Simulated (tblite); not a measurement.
Species: C₇H₆O₂S₂.
Cartesian coordinates in Å at the GFN2-xTB level; atoms count from 1:
```
atom  x, y, z in Å
C1    -4.346    0.334   -1.018
C2    -3.243    0.223   -0.553
C3    -1.957    0.102   -0.017
C4    -1.577   -0.628    1.081
C5    -0.201   -0.531    1.347
C6     0.447    0.269    0.454
S7     2.179    0.654    0.409
C8     2.778   -0.302   -1.010
O9     2.774    0.132    1.606
O10    2.327    2.051    0.117
S11   -0.601    0.932   -0.734
H12   -5.313    0.425   -1.413
H13   -2.269   -1.206    1.667
H14    0.309   -1.014    2.160
H15    2.259    0.042   -1.896
H16    2.584   -1.349   -0.813
H17    3.842   -0.122   -1.098
```

Method: GFN2-xTB as coded in tblite; computed harmonic values from a numerical Hessian at the method's own geometry, unscaled. This tight-binding method is rough: wavenumbers can miss measured ones by several per cent, in bad cases by 10 to 20. One conformer, not necessarily the lowest.

Harmonic wavenumbers (cm⁻¹): 25.1, 59.4, 80.5, 130.7, 137.9, 144.7, 240.9, 263.7, 277.0, 331.0, 372.5, 427.7, 435.0, 474.2, 488.9, 532.8, 560.0, 644.8, 649.3, 697.9, 712.3, 731.5, 806.1, 842.8, 852.5, 859.4, 971.6, 1063.2, 1120.9, 1135.6, 1165.2, 1264.0, 1270.3, 1328.3, 1420.6, 1432.3, 1442.2, 1534.3, 2241.6, 3061.2, 3079.6, 3084.1, 3137.5, 3148.8, 3399.1.

A = 2359, B = 488.7, C = 447.5 MHz; mass 185.981 u (most abundant isotopes); point group C1, symmetry number 1.

Question: What is the zero-point energy?

Answer: Half the sum of the wavenumbers: 24040 cm⁻¹ = 287.57 kJ/mol.

Question: What is S at 500 K and 1 bar for an ideal gas of classical rigid rotors and harmonic oscillators?

Answer: Translation 184.77, rotation 135.36, vibration 253.10: S = 573.2 J/(mol K).

Question: And Cp and H(500 K) − H(0)?

Answer: Cp = 253.90 J/(mol K), of which vibrations give 220.64 (their classical limit is 45 R = 374.2); H(500 K) − H(0) = 78.80 kJ/mol without the zero-point energy, 62.17 from vibrations.

Question: How do the functions run with temperature in this model?

Answer: 
| T (K) | S (J/(mol K)) | Cp (J/(mol K)) | H − H(0) (kJ/mol) | G − H(0) (kJ/mol) | ln q(vib) |
| --- | --- | --- | --- | --- | --- |
| 100 | 316.5 | 89.1 | 6.10 | -25.55 | 2.67 |
| 200 | 394.4 | 141.1 | 17.63 | -61.24 | 5.99 |
| 300 | 460.6 | 187.3 | 34.12 | -104.05 | 9.26 |
| 800 | 705.9 | 308.7 | 164.10 | -400.60 | 23.84 |
| 1000 | 777.3 | 330.9 | 228.19 | -549.10 | 28.77 |

q(vib) and H(0) count from the zero-point level.

Question: What must be added to the electronic energy to get the Gibbs energy at 500 K and 1 bar?

Answer: ZPE + [H(500 K) − H(0)] − T·S = 287.57 + 78.80 − 286.62 = 79.75 kJ/mol.

Question: Which modes carry the vibrational entropy at 500 K?

Answer: 25.1 cm⁻¹: 30.17; 59.4 cm⁻¹: 23.01; 80.5 cm⁻¹: 20.49; 130.7 cm⁻¹: 16.49; 137.9 cm⁻¹: 16.05; 144.7 cm⁻¹: 15.66 J/(mol K); the other 39 give 131.22 together.

Question: Blend soft modes into free rotors: weight 1/[1 + (100 cm⁻¹/ν̃)⁴] for the oscillator and the rest for a rotor with moment μB/(μ + B), μ = h/(8π²ν), B = 10⁻⁴⁴ kg m². What vibrational entropy results?

Answer: 230.72 J/(mol K) in place of 253.10, which changes −T·S at 500 K by +11.19 kJ/mol.

Hindered rotation and anharmonicity are outside this model. Other conformers, if any are populated, would add a mixing term that is left out. The structure is chiral; the term R ln 2 for an equal mix with its mirror image is left out.
